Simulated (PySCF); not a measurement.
# How methods differ on the excitation energy of Pm

Pm [Xe] 4f5 6s2 (high-spin determinant) → Pm [Xe] 4f5 5d2 (high-spin determinant), as a difference of total energies. All numbers are calculated (PySCF 2.14, scalar relativity by spin-free X2C-1e, in ANO-RCC-VTZP (8s7p5d3f2g1h, 104 functions)). Correlated levels: valence: [Kr] 4d10 frozen; valence and next inner shell: [Ar] 3d10 frozen. The calculations carry no spin-orbit coupling.

```json
{"method": "UHF", "excitation energy (eV)": "2.946"}
{"method": "LDA", "excitation energy (eV)": "3.070"}
{"method": "PBE", "excitation energy (eV)": "2.786"}
{"method": "PBE0", "excitation energy (eV)": "2.759"}
{"method": "r2SCAN", "excitation energy (eV)": "2.362"}
{"method": "MP2 (valence)", "excitation energy (eV)": "3.174"}
{"method": "SCS-MP2 (valence)", "excitation energy (eV)": "3.491"}
{"method": "MP2 (valence and next inner shell)", "excitation energy (eV)": "3.260"}
{"method": "SCS-MP2 (valence and next inner shell)", "excitation energy (eV)": "3.555"}
```

Question: How much does correlation contribute at MP2 (valence and next inner shell)?

Answer: 3.260 − (2.946) = 0.314 eV, measured against UHF.

A first-order spin-orbit estimate (lowest level to lowest level, LS coupling) adds -0.062 eV.

In the upper state the promoted electron has a positive orbital energy at r2SCAN, so the basis confines it.

The determinant of the upper state and of the lower state mixes LS terms, which raises its energy above the lowest term, most at the Hartree-Fock and MP2 levels.
